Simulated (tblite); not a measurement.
Species: C₆H₉S (doublet state).
Numbering: `[H]/[C:1]=[CH:2]\[C@@H:3]([CH3:4])[C:5]([CH3:6])=[S:7]` (hydrogens: H8 on C1; H9 on C2; H10 on C3; H11, H12, H13 on C4; H14, H15, H16 on C6)

Geometry (GFN2-xTB, Å), atoms numbered from 1 in this order:
```xyz
16
C6H9S angstrom
C      2.0193   -1.4065   -0.1628
C      1.2792   -0.4838   -0.6431
C      0.2733    0.3757    0.1977
C      0.6061    1.8423   -0.0291
C     -1.0668   -0.0439   -0.2765
C     -1.7170   -1.1603    0.4667
S     -1.7525    0.6052   -1.6109
H      2.2395   -1.9363    0.7316
H      1.2773   -0.1839   -1.6815
H      0.4042    0.1100    1.2503
H      0.4561    2.1091   -1.0722
H     -0.0447    2.4654    0.5815
H      1.6392    2.0412    0.2453
H     -1.0275   -2.0019    0.5498
H     -2.6240   -1.4833   -0.0372
H     -1.9695   -0.8402    1.4789
```

The geometry is computed with GFN2-xTB (gas phase). This method treats the open shell by occupation alone, without spin polarisation.

Take the most abundant isotopes and a rigid rotor. The values belong to one conformer with, in the numbering `[H]/[C:1]=[CH:2]\[C@@H:3]([CH3:4])[C:5]([CH3:6])=[S:7]`, C1–C2–C3–C4 125°, C2–C3–C5–C6 92°.

**Question.** Give the principal moments of inertia and the rotational constants in cm⁻¹.

**Answer.** Ia = 173.96, Ib = 305.18, Ic = 372.51 u·Å²; 505379 MHz·u·Å²/I gives 2905, 1656 and 1357 MHz, that is A = 0.09691, B = 0.05524, C = 0.04525 cm⁻¹.

**Question.** What kind of rotor is it?

**Answer.** An asymmetric top. Ray's parameter κ = (2B − A − C)/(A − C) = -0.613; −1 is the prolate and +1 the oblate limit.

**Question.** Is it planar, by Δ = Ic − Ia − Ib?

**Answer.** Not planar: Δ = Ic − Ia − Ib = -106.63 u·Å². For a rigid frame Δ = −2 Σ m c², so Σ m c² = 53.31 u·Å² lies off the ab plane: 11.97 from hydrogen and 41.34 from heavier atoms. The atom farthest from that plane is 1.84 Å away.

**Question.** Estimate the classical rotational partition function at 10 K, 50 K and 500 K.

**Answer.** Point group C1, symmetry number σ = 1; q = (√π/σ)·√((kT/h)³/(ABC)), k/h = 20836.6 MHz/K: 2090 at 10 K, 23300 at 50 K, 738000 at 500 K.

For this open shell read J as N, the rotation without spin; fine and hyperfine splittings come on top. Its GFN2-xTB frequencies are all real (lowest 42 cm⁻¹). Zero-point vibration and centrifugal distortion are left out.
